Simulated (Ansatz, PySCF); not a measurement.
Pulling on the Si1–F3 bond in FHSi (SMILES F[SiH]) (multiplicity 1 held, fragments rigid). Energies count from the point at 1.620 Å.
Geometry at that point (charge 0, multiplicity 1):
```tsv
atom	x (Å)	y (Å)	z (Å)
Si	-0.2073	-0.3454	0.4496
H	-1.0031	-1.1949	-0.5558
F	0.4339	0.6700	-0.6376
```

| level | energy at R = 5.184 Å (kJ/mol) | cost |
|---|---|---|
| R-HF/3-21G | 889.4 | - |
| R-HF/6-31G* | 862.8 | - |
| R-HF/cc-pV(T+d)Z | 817.4 | - |
| U-HF/cc-pV(T+d)Z | 431.0 | - |
| R-PBE/cc-pV(T+d)Z | 583.9 | ×1 |
| U-PBE/cc-pV(T+d)Z | 544.5 | - |
| R-r2SCAN/cc-pV(T+d)Z | 631.5 | ×2 |
| U-r2SCAN/cc-pV(T+d)Z | 556.4 | - |
| R-B3LYP/cc-pV(T+d)Z | 650.3 | ×0.6 |
| U-B3LYP/cc-pV(T+d)Z | 561.3 | - |
| R-wB97X-V/cc-pV(T+d)Z | 769.6 | ×1 |
| U-wB97X-V/cc-pV(T+d)Z | 604.5 | - |
| R-MP2/6-31G* | 716.6 | - |
| R-MP2/cc-pV(T+d)Z | 792.9 | - |
| U-MP2/cc-pV(T+d)Z | 603.7 | - |
| R-SCS-MP2/cc-pV(T+d)Z | 782.5 | - |
| U-SCS-MP2/cc-pV(T+d)Z | 584.6 | - |
| U-CCSD/cc-pV(T+d)Z | 572.9 | - |
| U-CCSD(T)/cc-pV(T+d)Z | 585.7 | - |
| CASSCF(6,4)/cc-pV(T+d)Z | 496.4 | - |
| SC-NEVPT2 on CASSCF(6,4)/cc-pV(T+d)Z | 584.7 | - |
| FIC-NEVPT4(SD) on CASSCF(6,4)/cc-pV(T+d)Z | 583.1 | - |
| FIC-MRCISD on CASSCF(6,4)/cc-pV(T+d)Z | 572.6 | - |
| FIC-MRCISD+Q on CASSCF(6,4)/cc-pV(T+d)Z | 579.4 | - |

The rows run from 431.0 (U-HF/cc-pV(T+d)Z) to 889.4 kJ/mol (R-HF/3-21G). In cc-pV(T+d)Z the value moves U-HF 431.0, U-MP2 603.7, U-CCSD 572.9, U-CCSD(T) 585.7, a shift of 154.7 from U-HF to U-CCSD(T). The 4 U-functionals in cc-pV(T+d)Z without D3 or D4 span 60.0, from U-PBE to U-wB97X-V.

Restricted levels (R-, RO-) in cc, def2 and unpolarised 6-31G sets keep to the state of the molecule at rest. U- levels take the lowest unrestricted solution at each point, which mixes spins at long bonds. Active spaces are followed from a long bond inwards. Levels need not reach the same state.

Correlated levels freeze the cores. Rows in 3-21G, 6-31G* carry no dispersion term and start afresh at each structure (6-31G* with six Cartesian d functions). MP2/6-31G* freezes PySCF's default core.

Doubts at one or more of the structures used: a restricted determinant that unrestricted orbitals would lower (R-HF/3-21G, R-HF/6-31G*, R-HF/cc-pV(T+d)Z, R-PBE/cc-pV(T+d)Z, R-r2SCAN/cc-pV(T+d)Z, R-B3LYP/cc-pV(T+d)Z, R-wB97X-V/cc-pV(T+d)Z, R-MP2/6-31G*, R-MP2/cc-pV(T+d)Z, R-SCS-MP2/cc-pV(T+d)Z); a spin-contaminated determinant (U-HF/cc-pV(T+d)Z, U-PBE/cc-pV(T+d)Z, U-r2SCAN/cc-pV(T+d)Z, U-B3LYP/cc-pV(T+d)Z, U-wB97X-V/cc-pV(T+d)Z, U-MP2/cc-pV(T+d)Z, U-SCS-MP2/cc-pV(T+d)Z, U-CCSD/cc-pV(T+d)Z, U-CCSD(T)/cc-pV(T+d)Z); T1 above 0.05 (U-CCSD/cc-pV(T+d)Z, U-CCSD(T)/cc-pV(T+d)Z); active orbitals that take no part (CASSCF(6,4)/cc-pV(T+d)Z, SC-NEVPT2 on CASSCF(6,4)/cc-pV(T+d)Z, FIC-NEVPT4(SD) on CASSCF(6,4)/cc-pV(T+d)Z, FIC-MRCISD on CASSCF(6,4)/cc-pV(T+d)Z, FIC-MRCISD+Q on CASSCF(6,4)/cc-pV(T+d)Z).

Run with Ansatz (Gaussian basis) for Hartree–Fock, density functionals and correlated methods; PySCF for 3-21G rows, 6-31G* rows. Each number belongs to the level named beside it.

Costs are rough ratios of core time to R-PBE/cc-pV(T+d)Z (about 2.4 s over the structures, on one shared machine); a dash marks a level with no comparable run of its own.

Ansatz is a first-principles code.
